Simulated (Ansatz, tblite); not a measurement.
Cost and result up the ladder for the cluster Si₇ (7 atoms). Charge 0, multiplicity 1. Geometry: r2SCAN-D4/def2-SVP.

```xyz
7

Si    1.4649   -0.1388   -1.5336
Si    1.5811    1.3370    0.4791
Si   -1.8825   -0.7404    0.6518
Si    0.5831   -0.9192    0.6401
Si   -0.6759   -1.4226   -1.4271
Si   -0.5832    0.9189   -0.6401
Si   -0.4875    0.9650    1.8298
```

Ansatz on 4 threads of Intel Xeon 6975P-C on a shared host; xTB runs through tblite on one thread. Times are rough, summed over both states, and most runs start from the orbitals of an earlier one. PBE0-D4/def2-TZVP serves as the yardstick here, not as an exact answer. The other state is a quintet at its own geometry.

The xTB rows come from tblite. LC-ωPBE has ω = 0.4 bohr⁻¹. The structure comes from a short search, and lower isomers may exist.

xTB has no spin-polarisation term.

```tsv
level	functions	wall time
GFN1-xTB	63	0.024 s
GFN2-xTB	63	0.042 s
revPBE-D4/def2-TZVP	259	5.6 s
PBE-D4/def2-TZVP	259	6 s
LC-ωPBE/def2-TZVP	259	14 s
r2SCAN-D4/def2-TZVP (with forces)	259	14 s
PBE0-D4/def2-TZVP	259	17 s
```

(1) Estimate what each level gives for the quintet − singlet (eV).

Answers

(1) 
```tsv
level	quintet − singlet (eV)	difference from PBE0-D4/def2-TZVP (eV)
GFN1-xTB	1.84	-0.83
GFN2-xTB	1.34	-1.33
revPBE-D4/def2-TZVP	2.59	-0.08
PBE-D4/def2-TZVP	2.65	-0.01
LC-ωPBE/def2-TZVP	2.67	0.00
r2SCAN-D4/def2-TZVP (with forces)	2.57	-0.09
PBE0-D4/def2-TZVP	2.66	0.00
```
